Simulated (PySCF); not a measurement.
PySCF input for difluoro(silyloxy)silane (F2H4OSi2), SMILES F[SiH](F)O[SiH3], PBE/pcSseg-1. Coordinates come from a B3LYP-D3(BJ)/def2-SVP optimisation. The geometry has at least one imaginary mode, so it is a saddle point at that level. The values are those of a single conformer.

```python
import numpy as np
from pyscf import gto, scf, dft
from pyscf.prop.nmr import rks as nmr

mol = gto.M(
    atom='''
    Si    2.03890918    0.56501575    0.32378232
    O     0.47565767    0.06754913    0.64762046
    Si   -1.02081206   -0.32149695    0.15232939
    F    -0.94652683   -1.52404175   -0.91816464
    F    -1.68307519    0.92833988   -0.62016448
    H     2.01251319    1.90569735   -0.32186953
    H     2.69842544   -0.41718452   -0.57917231
    H     2.76600378    0.63644586    1.61742767
    H    -1.86914505   -0.71329813    1.28204884
    ''',
    basis='pcSseg-1',
    charge=0,
    spin=0,
    max_memory=1600,
    verbose=3,
)
mf = dft.RKS(mol, xc='pbe')
mf.grids.level = 3
mf.conv_tol = 1e-10
mf.max_cycle = 100
mf.kernel()
n = nmr.NMR(mf)
n.verbose = 2
n.max_cycle_cphf = 60
sigma = n.kernel()
print('atom   isotropic/ppm   span/ppm')
for i, s in enumerate(sigma):
    w = np.linalg.eigvalsh((s + s.T) / 2)
    print(f'{mol.atom_symbol(i):2s}{i + 1:3d} {w.mean():14.3f} {w[2] - w[0]:11.3f}')
```

Program output:

```
converged SCF energy = -855.894610026195
atom   isotropic/ppm   span/ppm
Si  1        371.529     122.066
O   2        275.843      38.481
Si  3        402.485      18.639
F   4        292.599     154.484
F   5        292.532     154.816
H   6         25.814       8.092
H   7         25.814       8.087
H   8         26.045       8.051
H   9         26.589      10.077
```

Self-consistency was reached.
